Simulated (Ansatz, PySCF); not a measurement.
Noncovalent pair: H2O (SMILES O) (first 3 atoms) with CH3F (SMILES CF); geometry from B3LYP-D3(BJ)/def2-TZVP, rigid monomers moved along the line of their centres of mass till H3···F5 is 1.80 Å.
(charge 0, multiplicity 1):
```xyz
8

O     -0.1214    -0.0633     0.5828
H      0.0078     0.6366    -0.0644
H     -0.4799     0.3723     1.3672
C      0.4519    -0.3140     3.6088
F     -0.4838     0.6250     3.1501
H     -0.0797    -1.0670     4.1893
H      0.9342    -0.7630     2.7420
H      1.1778     0.2078     4.2313
```

Counterpoise-corrected where a basis set is named; no monomer relaxation.

Cores are frozen in the correlated methods. CBS: X⁻³ extrapolation of the correlation energy, Hartree–Fock from the larger set.

Run with Ansatz (an electronic-structure program); PySCF for the dispersion terms. Each number belongs to the level named beside it.

PBE/def2-TZVPPD gives -108.4 meV for the interaction energy.

Question: How do the other levels lie against it? Give each less PBE: PBE-D3(BJ)/def2-TZVPPD, r2SCAN/def2-TZVPPD, PBE0/def2-TZVPPD, wB97M-V/def2-TZVPPD, MP2/CBS(aug-cc-pVDZ, aug-cc-pVTZ), MP2/CBS(aug-cc-pVDZ, aug-cc-pVTZ) + ΔCCSD(T)/aug-cc-pVDZ.

Answer: PBE-D3(BJ)/def2-TZVPPD -29.3; r2SCAN/def2-TZVPPD -38.3; PBE0/def2-TZVPPD -8.6; wB97M-V/def2-TZVPPD -33.5; MP2/CBS(aug-cc-pVDZ, aug-cc-pVTZ) -32.7; MP2/CBS(aug-cc-pVDZ, aug-cc-pVTZ) + ΔCCSD(T)/aug-cc-pVDZ -32.3 meV. 0 of 6 lie above PBE; the widest gap is to r2SCAN/def2-TZVPPD.
